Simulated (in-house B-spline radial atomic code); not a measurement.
Settings and results of a run for Ba (an excited or competing configuration). Level of theory: Dirac-Hartree-Fock, average of configuration, Fermi nucleus of rms radius 4.8378 fm; calculated with a B-spline radial code for spherical atoms.

Command:
```bash
python run_scf.py task.json out
```
Settings (nuclear radius in fm, mass in u):
```
Z                56
configuration    [Xe] 6s1 10g1
hamiltonian      dirac
method           hf
spin_polarised   False
nucleus          fermi
rms_radius       4.8378
atomic_mass      137.90525
speed_of_light   137.035999084
```

Output (hartree, bohr):
```
 radial grid: 94 intervals, B-splines of order 8, outer radius 245.7 bohr

 iter        energy (Eh)    residual
    1       -8130.587707    6.08e-01
    2       -8134.234728    1.94e-01
    3       -8135.408210    4.74e-02
    4       -8135.489656    1.48e-02
    5       -8135.496590    6.26e-03
    6       -8135.497814    6.05e-04
    7       -8135.497834    1.92e-04
    8       -8135.497836    1.59e-05
    9       -8135.497836    1.90e-06
   10       -8135.497836    2.73e-07

 total energy                     -8135.49784
 kinetic                            8684.2321
 electron-nucleus                 -19776.4053
 electron-electron                  2956.6754

 first-order corrections (not in the total)
   Gaunt                             7.3109
   retardation                      -0.7590
   frequency dependence             -0.0784
   self-energy                       5.0019
   Uehling                          -0.7152
   Wichmann-Kroll                    0.0180
   recoil                            0.0215

 orbital      occ     eigenvalue          <r>       <r^2>       <1/r>     <1/r^3>     <1/r^2>       r_max    small
 1s1/2      2.000     -1384.0262    0.0255746 0.000888167     60.6979           -     8122.84     0.01643  4.28e-02
 2s1/2      2.000      -222.7669     0.109165   0.0141213     14.2728           -     974.696     0.09291  9.26e-03
 2p1/2      2.000      -209.2773    0.0920301   0.0104336     14.2152           -     310.737     0.07116  9.26e-03
 2p3/2      4.000      -195.1995     0.097981   0.0116972      12.982     6278.36     229.582     0.07619  8.74e-03
 3s1/2      2.000       -48.8407     0.290291   0.0964238     5.14606           -     201.489      0.2658  2.82e-03
 3p1/2      2.000       -43.1458     0.280674   0.0915342     5.04718           -     64.3723      0.2529  2.75e-03
 3p3/2      4.000       -40.3565     0.292267   0.0990572      4.7446     1255.77     48.1992      0.2637  2.61e-03
 3d3/2      4.000       -30.4871      0.26357   0.0819895     4.59205     202.732     26.4521      0.2133  2.48e-03
 3d5/2      6.000       -29.9012     0.267238   0.0841461     4.51446     185.896     25.3808      0.2164  2.44e-03
 4s1/2      2.000       -10.4457     0.673538    0.511181     2.08811           -     44.4569      0.6246  8.24e-04
 4p1/2      2.000        -8.2879     0.697509    0.552525     1.98125           -      13.817      0.6376  7.60e-04
 4p3/2      4.000        -7.7020     0.722824    0.593204     1.88896      253.69     10.4993      0.6605  7.21e-04
 4d3/2      4.000        -4.1022     0.794944    0.732584     1.65853     33.1077     5.00994      0.6915  5.78e-04
 4d5/2      6.000        -4.0012     0.804787    0.750639       1.634     30.0756     4.80526      0.6998  5.66e-04
 5s1/2      2.000        -1.7892      1.65785     3.08447    0.788169           -     7.10581       1.482  1.63e-04
 5p1/2      2.000        -1.1426      1.86422     3.92932    0.695533           -      2.0008       1.629  1.30e-04
 5p3/2      4.000        -1.0585      1.94176     4.26362    0.663428     32.2671     1.52066       1.693  1.21e-04
 6s1/2      1.000        -0.3351      4.53907     22.9753    0.272456           -    0.795941       4.037  2.15e-05
 10g7/2     0.444        -0.0050      138.928     21709.7   0.0100866 1.13753e-05 0.000226066         163  1.36e-07
 10g9/2     0.556        -0.0050      138.928     21709.9   0.0100865 1.13753e-05 0.000226065         163  1.36e-07
```

Time taken, with all properties: 8.3 s on 1 thread of Arm Neoverse V1, with other jobs on the host.

For the Dirac Hamiltonian the kinetic term is c α·p + (β - 1)c².

10g7/2 reaches the box edge.

10g9/2 reaches the box edge.
